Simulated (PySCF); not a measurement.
**Correlation energy of Be⁺ (beryllium, charge +1)**

[He] 3d1, 2D determinant (an excited configuration). Calculation: PySCF 2.14, in aug-cc-pCVTZ; no relativity, point nucleus. Frozen: nothing; 3 electrons correlated.

```tsv
level	correlation energy (mhartree)
CCSD	-40.98
(T)	0.00
CCSD(T)	-40.98
```

Diagnostics: T1 = 0.00043, D1 = 0.0010, largest double amplitude 0.016.

The outer electron is Rydberg-like, and this basis confines it to a smaller radius and binds it less than a complete one would.

Cost of the coupled-cluster step: of the order of 3 core-seconds, for 3 correlated electrons.

Iterations:

```
CC2 = 0
CCSD nocc = (np.int64(2), np.int64(1)), nmo = (59, 59)
frozen orbitals [[], []]
max_cycle = 100
direct = 0
conv_tol = 1e-08
conv_tol_normt = 1e-06
diis_space = 8
diis_start_cycle = 0
Init t2, MP2 energy = -0.0377327130336815
Init E_corr(UCCSD) = -0.0377327130392902
cycle = 1  E_corr(UCCSD) = -0.0406332916620624  dE = -0.00290057862  norm(t1,t2) = 0.00387491
cycle = 2  E_corr(UCCSD) = -0.0409364709136479  dE = -0.000303179252  norm(t1,t2) = 0.000559102
cycle = 3  E_corr(UCCSD) = -0.0409809390377334  dE = -4.44681241e-05  norm(t1,t2) = 0.000137055
cycle = 4  E_corr(UCCSD) = -0.0409776175042484  dE = 3.32153348e-06  norm(t1,t2) = 3.06765e-05
cycle = 5  E_corr(UCCSD) = -0.0409777455231534  dE = -1.28018905e-07  norm(t1,t2) = 2.13117e-06
cycle = 6  E_corr(UCCSD) = -0.0409777574890909  dE = -1.19659375e-08  norm(t1,t2) = 1.05601e-07
cycle = 7  E_corr(UCCSD) = -0.0409777576637637  dE = -1.74672797e-10  norm(t1,t2) = 1.34136e-08
UCCSD converged
E(UCCSD) = -13.86768186079586  E_corr = -0.04097775766376369
UCCSD(T) correction = -2.08961273888268e-06
```
